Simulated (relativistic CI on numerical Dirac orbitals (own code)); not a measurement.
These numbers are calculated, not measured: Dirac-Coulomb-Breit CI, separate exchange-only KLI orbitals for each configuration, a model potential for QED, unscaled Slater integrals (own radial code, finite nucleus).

The strongest absorption lines from the ground level of an ion, among the configurations computed and to levels below about 180 eV (vacuum wavelength in nm, gf): 8.6292 (1.4), 8.7907 (0.29), 9.4428 (0.28), 9.6275 (0.72), 9.7361 (0.64), 10.267 (0.32), 10.312 (0.75), 11.143 (0.31).

Q: Which ion is it?
A. Ge XII
B. Kr XIV
C. Sr XVIII
D. Kr XVI

A: D. Kr XVI has 21 electrons and the ground level 3s2.3p6.3d3 4F_3/2; the strongest line goes to 3s2.3p5.3d4 4D°_1/2. The pattern of lines fixes the number of electrons, and along that sequence the line energies rise steadily with the charge (about as its square where n changes within one kind of shell, about linearly where n is kept but much faster in heavy ions where fine structure, which grows about as Z⁴, sets the gap, and irregularly where shells cross), which fixes Z. Configurations outside the model, such as inner-shell arrays, can give stronger lines. At this charge energies of transitions that change n are usually good to better than 1 %, and those within a shell (Δn = 0) to a few per cent. Terms inside the open d or f shell come out 10 to 20 % too wide with unscaled integrals.

LS names give the leading component of a level, which can be under half, so a name can repeat, a term be missing and a line seem to break the LS rules.
